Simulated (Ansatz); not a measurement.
H3BN (SMILES B[NH]), doublet, geometry from GFN2-xTB; CCSD(T)/6-31G** run with Ansatz (an electronic-structure program).

The Ansatz input:
Ansatz 0.2 input:
```yaml
crystal:
  periodic: [false, false, false]
  atoms:
    - {symbol: B, position_ang: [-0.65587946, 0.14196566, 0.01662518]}
    - {symbol: N, position_ang: [0.60502837, -0.19409535, -0.01952649]}
    - {symbol: H, position_ang: [-1.52568697, -0.65179993, -0.02650347]}
    - {symbol: H, position_ang: [-1.00555975, 1.27397698, 0.09559561]}
    - {symbol: H, position_ang: [1.57544545, 0.02666206, -0.01553258]}
basis:
  gaussian:
    orbitals: 6-31G__.json
magnetization: {spin_polarized: true, initial_magnetization: 1}
correlation: {method: ccsd_t, electrons: outside_noble_gas}
accuracy: high
```
The basis file holds 6-31G** in the JSON format of the Basis Set Exchange.

Output, abridged:

```
Functional definition: HF
952 factors; integrals over basis functions are off by at most 3.5e-9 eV
mean field evaluation 1: about -2196.9883 eV, gradient 2.0e1 eV
mean field evaluation 2: about -2196.9904 eV, gradient 2.0e1 eV
mean field evaluation 4: about -2199.5297 eV, gradient 3.2e0 eV
mean field evaluation 8: about -2199.8263 eV, gradient 2.5e-1 eV
mean field evaluation 16: about -2198.7390 eV, gradient 1.3e1 eV
mean field evaluation 32: about -2198.2792 eV, gradient 5.2e-1 eV
mean field evaluation 64: about -2198.2816 eV, gradient 1.0e-1 eV
mean field -2199.82779495 eV, -80.8421803676 hartree, gradient 3.0e-8 eV, S^2 0.771146; 5 other end points of the search recorded, 0 dependent functions left out
determinant -2199.82779495 eV, -80.8421803676 hartree, with singles and doubles -2206.88321119 eV, -81.1014621319 hartree
determinant -2198.28147269 eV, -80.7853540727 hartree, with singles and doubles -2204.97275616 eV, -81.0312542047 hartree
2 core orbitals not correlated
reference -2199.82779495 eV, -80.8421803676 hartree; 6, 5 occupied and 37, 38 virtual orbitals, 952 factors
second order -6.19355919 eV of doubles, -0.00000000 eV of singles
cycle   1  -7.05564707 eV  change   -2.3e-4 eV  update   9.6e-4
cycle   2  -7.05609068 eV  change   -4.4e-4 eV  update   6.1e-4
cycle   3  -7.05603286 eV  change    5.8e-5 eV  update   2.3e-4
cycle   4  -7.05601458 eV  change    1.8e-5 eV  update   1.2e-4
cycle   5  -7.05624722 eV  change   -2.3e-4 eV  update   4.6e-5
cycle   6  -7.05631429 eV  change   -6.7e-5 eV  update   1.4e-5
cycle   7  -7.05631757 eV  change   -3.3e-6 eV  update   5.4e-6
cycle   8  -7.05631704 eV  change    5.4e-7 eV  update   2.1e-6
cycle   9  -7.05631782 eV  change   -7.8e-7 eV  update   8.4e-7
cycle  10  -7.05631898 eV  change   -1.2e-6 eV  update   3.5e-7
cycle  11  -7.05631939 eV  change   -4.2e-7 eV  update   1.5e-7
cycle  12  -7.05631936 eV  change    3.2e-8 eV  update   6.1e-8
cycle  13  -7.05631934 eV  change    1.9e-8 eV  update   3.3e-8
cycle  14  -7.05631935 eV  change   -4.4e-9 eV  update   2.5e-8
cycle  15  -7.05631892 eV  change    4.3e-7 eV  update   1.1e-7
cycle  16  -7.05631879 eV  change    1.3e-7 eV  update   5.2e-8
cycle  17  -7.05631873 eV  change    6.1e-8 eV  update   1.6e-8
cycle  18  -7.05631873 eV  change    4.9e-9 eV  update   5.9e-9
cycle  19  -7.05631873 eV  change   -2.5e-9 eV  update   2.7e-9
cycle  20  -7.05631873 eV  change   -2.7e-9 eV  update   1.7e-9
cycle  21  -7.05631873 eV  change   6.6e-10 eV  update  5.3e-10
perturbative correction -0.18893058 eV, -0.0069430708 hartree
Total energy: -2207.07304426 eV, -81.1084383689 hartree
```
